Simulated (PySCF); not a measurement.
A geometry optimisation, step by step.

Species: C6H14Si.
SMILES with atom numbers: `[CH3:1][C@@H:2]1[CH2:3][CH2:4][Si@H:5]([CH3:6])[CH2:7]1` (hydrogens: H8, H9, H10 on C1; H11 on C2; H12, H13 on C3; H14, H15 on C4; H16 on Si5; H17, H18, H19 on C6; H20, H21 on C7)

Method: PySCF, PBE0-D3(BJ)/def2-SVP geometry optimisation, gas phase; density fitting, grid level 1; the optimiser is geomeTRIC in internal coordinates, started from a GFN2-xTB structure. 3 of its 4 geometries are shown. The frame can shift and turn from step to step; on so coarse a grid that alone can change the energy by a few meV, and forces under 0.02 eV/Å are noise.

Step 0: E = -14311.2272 eV, largest atomic force 0.969 eV/Å
```
atom  x, y, z in Å  |  force x, y, z in eV/Å
C1     -2.264    0.383    1.315    0.249   0.108  -0.601
C2     -1.289    0.376    0.143    0.037  -0.339   0.629
C3     -0.938   -1.045   -0.304    0.149   0.523  -0.354
C4      0.137   -0.962   -1.389    0.091   0.073   0.283
Si5     1.277    0.458   -0.813   -0.150  -0.653   0.700
C6      2.903   -0.145   -0.037   -0.646   0.296  -0.389
C7      0.025    1.092    0.479    0.012   0.007  -0.519
H8     -1.831   -0.135    2.170    0.162  -0.205   0.372
H9     -3.193   -0.116    1.046   -0.417  -0.196  -0.035
H10    -2.496    1.403    1.614   -0.141   0.384   0.188
H11    -1.755    0.891   -0.705   -0.146   0.133  -0.284
H12    -0.548   -1.595    0.556    0.075  -0.227   0.363
H13    -1.827   -1.571   -0.660   -0.291  -0.244  -0.037
H14     0.631   -1.923   -1.518    0.309  -0.338  -0.145
H15    -0.328   -0.715   -2.343   -0.111   0.151  -0.421
H16     1.545    1.433   -1.882    0.144   0.314  -0.335
H17     3.455    0.681    0.400    0.272   0.453   0.224
H18     2.728   -0.877    0.746   -0.196  -0.336   0.354
H19     3.542   -0.606   -0.784    0.322  -0.233  -0.412
H20    -0.117    2.171    0.476    0.038   0.478   0.044
H21     0.334    0.819    1.489    0.236  -0.149   0.377
```

Step 2: E = -14311.3039 eV, largest atomic force 0.054 eV/Å
```
atom  x, y, z in Å  |  force x, y, z in eV/Å
C1     -2.162    0.421    1.322   -0.004  -0.003   0.015
C2     -1.172    0.396    0.169    0.004   0.023  -0.014
C3     -0.824   -1.026   -0.292    0.001  -0.019   0.008
C4      0.247   -0.958   -1.390   -0.014  -0.025   0.000
Si5     1.370    0.465   -0.817    0.025   0.033  -0.035
C6      3.014   -0.093   -0.095    0.002  -0.030   0.042
C7      0.151    1.123    0.481   -0.025   0.000   0.029
H8     -1.744   -0.093    2.204    0.000   0.003  -0.003
H9     -3.106   -0.083    1.059    0.002   0.000  -0.004
H10    -2.404    1.452    1.623    0.000   0.001  -0.003
H11    -1.637    0.909   -0.696    0.003  -0.005   0.006
H12    -0.432   -1.586    0.579    0.005   0.006  -0.007
H13    -1.727   -1.566   -0.622    0.002   0.004  -0.001
H14     0.767   -1.918   -1.535    0.009   0.004   0.002
H15    -0.212   -0.697   -2.358   -0.001   0.011   0.004
H16     1.638    1.455   -1.911   -0.012  -0.009  -0.004
H17     3.566    0.754    0.341   -0.004   0.005  -0.006
H18     2.855   -0.839    0.700   -0.002   0.006  -0.009
H19     3.653   -0.551   -0.866   -0.004   0.005  -0.008
H20     0.032    2.217    0.495    0.004   0.002  -0.001
H21     0.502    0.832    1.489    0.008  -0.014  -0.013
```

Step 3: E = -14311.3041 eV, largest atomic force under 0.02 eV/Å
```
atom  x, y, z in Å  |  force x, y, z in eV/Å
C1     -2.161    0.421    1.324   -0.001   0.001  -0.005
C2     -1.171    0.397    0.169    0.008  -0.002   0.010
C3     -0.823   -1.026   -0.291    0.004   0.005  -0.003
C4      0.247   -0.958   -1.391   -0.006  -0.009   0.004
Si5     1.369    0.467   -0.820    0.003   0.005  -0.004
C6      3.011   -0.094   -0.095    0.001  -0.002   0.005
C7      0.152    1.122    0.482   -0.013   0.008  -0.002
H8     -1.742   -0.092    2.206    0.003  -0.001   0.002
H9     -3.104   -0.083    1.060   -0.002  -0.001   0.000
H10    -2.403    1.453    1.623   -0.001   0.002   0.000
H11    -1.638    0.909   -0.694    0.000   0.001  -0.006
H12    -0.429   -1.585    0.579    0.003   0.001   0.004
H13    -1.726   -1.567   -0.620   -0.003  -0.001  -0.002
H14     0.769   -1.916   -1.537    0.002   0.000  -0.002
H15    -0.214   -0.695   -2.358   -0.004   0.003  -0.001
H16     1.634    1.455   -1.916    0.000  -0.002  -0.005
H17     3.562    0.753    0.341    0.004   0.001  -0.001
H18     2.850   -0.839    0.700   -0.005  -0.001  -0.002
H19     3.650   -0.552   -0.866    0.005   0.001  -0.001
H20     0.034    2.217    0.497   -0.001   0.001   0.006
H21     0.506    0.827    1.486    0.005  -0.010  -0.001
```

Task: Summarise the path.

Result: The energy falls by 1.77 kcal/mol from step 0 to step 3; nine tenths of that is first reached at step 1. It falls at every step. The largest force goes from 0.969 to under 0.02 eV/Å. Among the bonds Si5–H16 changes most, from 1.472 to 1.500 Å; the atoms move by 0.033 Å rms after alignment.

What follows is the cost of the whole optimisation. Hardware: one thread of an x86-64 server, no GPU, shared host. Cost: 46 s wall.
